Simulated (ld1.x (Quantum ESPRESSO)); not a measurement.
**Transferability test, TM potential for copper**

```
Element                 : copper
Generator               : ld1.x (Quantum ESPRESSO) 7.5
Type                    : norm-conserving Troullier–Martins (Kleinman–Bylander form)
Functional              : PBE
Relativity              : scalar-relativistic
Frozen core             : [Ne] 3s2
Valence charge          : 17
Reference configuration : 3p6 3d10 4s0 4p0 (charge +1)
Partial waves           : 4s (bound, empty): rc 1.80 bohr; 3p (bound): rc 0.80 bohr; 3d (bound): rc 1.50 bohr
Local potential         : all-electron potential smoothed inside 1.80 bohr (lloc = -2)
Core correction         : a·sin(br)/r model core, default radius (core density twice the valence density)
```

Energies are relative to the spin-unpolarised reference configuration 3p6 3d10 4s0 4p0; without spin polarisation the order of configurations can differ from experiment.

| valence configuration | charge | ΔE all-electron (eV) | error AE − PS (meV) |
| --- | --- | --- | --- |
| 3p6 3d10 4s1 4p0 | 0 | -8.148 | -6.8 |
| 3p6 3d9 4s0 4p0 | +2 | 21.332 | -79 |
| 3p6 3d8 4s0 4p0 | +3 | 60.352 | -369 |
| 3p6 3d9 4s1 4p0 | +1 | 3.430 | -98 |
| 3p6 3d10 4s0 4p1 | 0 | -4.011 | -192 |
| 3p6 3d10 4s0.5 4p0 | +0.5 | -4.986 | -1.9 |

What are ΔE and the potential's error for 3p6 3d9 4s2 4p0?

ΔE = -6.178 eV all-electron; the error (AE − PS) is -137 meV.

Levels in the configuration 3p6 3d9 4s0 4p0:

```tsv
level	all-electron (eV)	pseudo (eV)
3p	-97.619	-97.946
3d	-29.628	-29.803
```
